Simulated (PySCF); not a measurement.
Job file and geometry (Å, from PBE0-D3(BJ)/def2-SVP) of an NMR shielding run on `c1ccc(C2CCCC2)cc1`, C$_{11}$H$_{14}$, GIAO HF/pcSseg-1 NMR shielding, non-relativistic, gas phase in PySCF; density fitting, a coarse starting grid and PySCF grid level 2 are the driver's defaults:

```
$ OMP_NUM_THREADS=2 python probes_run.py task.json out

{"job": {"kind": "nmr", "xc": "HF", "basis": "pcSseg-1", "pop": false}, "charge": 0, "multiplicity": 1}
C      3.093657     0.064318    -0.075892
C      2.591206    -0.531856    -1.229919
C      1.218590    -0.736388    -1.371090
C      0.322783    -0.351030    -0.369264
C     -1.162185    -0.553274    -0.536842
C     -1.863305    -1.273438     0.652475
C     -2.911185    -0.291790     1.185358
C     -3.290200     0.529811    -0.042878
C     -1.939093     0.775883    -0.705809
C      0.843833     0.248995     0.785935
C      2.212555     0.454577     0.933373
H      4.168198     0.224357     0.039108
H      3.271216    -0.843260    -2.026740
H      0.831122    -1.208403    -2.278459
H     -1.306603    -1.158192    -1.445337
H     -2.357191    -2.186599     0.285288
H     -1.146757    -1.595275     1.422276
H     -3.765973    -0.791762     1.665785
H     -2.461143     0.373723     1.942466
H     -3.832490     1.457589     0.196249
H     -3.939476    -0.066331    -0.707916
H     -2.007035     1.087117    -1.759028
H     -1.407996     1.579911    -0.169846
H      0.165610     0.560621     1.585766
H      2.596083     0.922493     1.843591
```

Q: What does the program print?

A: 
```
final grid: 198496 points
cycle   1  E = -424.5059867827  dE =  3.127e+00  |g| = 5.489e-01  |ddm| = 4.524e+00
cycle   2  E = -424.6160437552  dE = -1.101e-01  |g| = 1.597e-01  |ddm| = 8.831e-01
cycle   3  E = -424.6243619376  dE = -8.318e-03  |g| = 7.032e-02  |ddm| = 3.399e-01
cycle   4  E = -424.6257397612  dE = -1.378e-03  |g| = 1.178e-02  |ddm| = 9.968e-02
cycle   5  E = -424.6257793310  dE = -3.957e-05  |g| = 3.781e-03  |ddm| = 1.631e-02
cycle   6  E = -424.6257842680  dE = -4.937e-06  |g| = 1.087e-03  |ddm| = 5.262e-03
cycle   7  E = -424.6257848525  dE = -5.846e-07  |g| = 3.607e-04  |ddm| = 1.940e-03
cycle   8  E = -424.6257849586  dE = -1.061e-07  |g| = 1.837e-04  |ddm| = 7.496e-04
cycle   9  E = -424.6257850019  dE = -4.326e-08  |g| = 7.900e-05  |ddm| = 5.197e-04
cycle  10  E = -424.6257850129  dE = -1.096e-08  |g| = 2.642e-05  |ddm| = 3.026e-04
cycle  11  E = -424.6257850138  dE = -9.192e-10  |g| = 1.095e-05  |ddm| = 9.653e-05
converged SCF energy = -424.6257850138

GIAO shielding tensors (ppm)
atom      isotropic    diamagn.    paramagn.     s11        s22        s33       span
  0 C       58.425     255.926    -197.501    -57.902     48.686    184.491    242.393
  1 C       54.875     255.818    -200.943    -64.128     45.995    182.757    246.885
  2 C       55.768     251.744    -195.976    -57.973     58.106    167.171    225.144
  3 C       31.766     258.957    -227.191    -68.632    -16.344    180.274    248.906
  4 C      151.672     241.996     -90.324    136.913    149.653    168.451     31.538
  5 C      157.053     245.047     -87.994    130.834    161.084    179.241     48.407
  6 C      163.268     246.884     -83.616    144.419    169.394    175.992     31.573
  7 C      162.914     248.736     -85.822    142.564    170.445    175.733     33.168
  8 C      151.529     244.278     -92.749    129.985    149.474    175.126     45.141
  9 C       56.517     252.790    -196.273    -58.562     46.557    181.558    240.120
 10 C       53.553     254.450    -200.897    -68.119     45.332    183.447    251.566
 11 H       24.388      28.933      -4.545     20.437     26.142     26.584      6.146
 12 H       24.281      29.445      -5.163     20.275     25.550     27.018      6.744
 13 H       24.361      33.217      -8.856     19.923     23.682     29.479      9.556
 14 H       29.215      34.648      -5.433     23.996     27.717     35.931     11.936
 15 H       29.854      31.565      -1.711     24.285     28.317     36.960     12.675
 16 H       30.185      30.952      -0.767     25.841     29.849     34.864      9.023
 17 H       30.005      28.877       1.128     25.319     26.455     38.241     12.922
 18 H       30.201      30.258      -0.058     25.545     28.054     37.002     11.457
 19 H       30.030      28.920       1.110     25.438     26.415     38.236     12.798
 20 H       30.474      30.119       0.355     25.870     27.433     38.119     12.248
 21 H       29.699      31.080      -1.381     24.687     28.501     35.908     11.222
 22 H       30.578      31.251      -0.673     25.667     31.053     35.014      9.346
 23 H       24.343      33.372      -9.029     19.297     22.275     31.457     12.160
 24 H       24.133      30.531      -6.398     20.062     24.810     27.527      7.466
```

Q: Turn these shieldings into chemical shifts. Chemical shifts δ = σref − σ; TMS for ¹³C (190.85 ppm), ¹H (31.69 ppm), all at this level.

A: Averaging equivalent atoms: C 3: 159.1; C 1/10: 136.6; C 2/9: 134.7; C 0: 132.4; C 4: 39.2; C 5/8: 36.6; C 6/7: 27.8; H 12/24: 7.48; H 13/23: 7.33; H 11: 7.30; H 14: 2.47; H 15/21: 1.91; H 18/19: 1.57; H 17/20: 1.45; H 16/22: 1.30 ppm. 

Size and cost of the density-fitted run: 257 basis functions; peak memory 1.9 GiB.
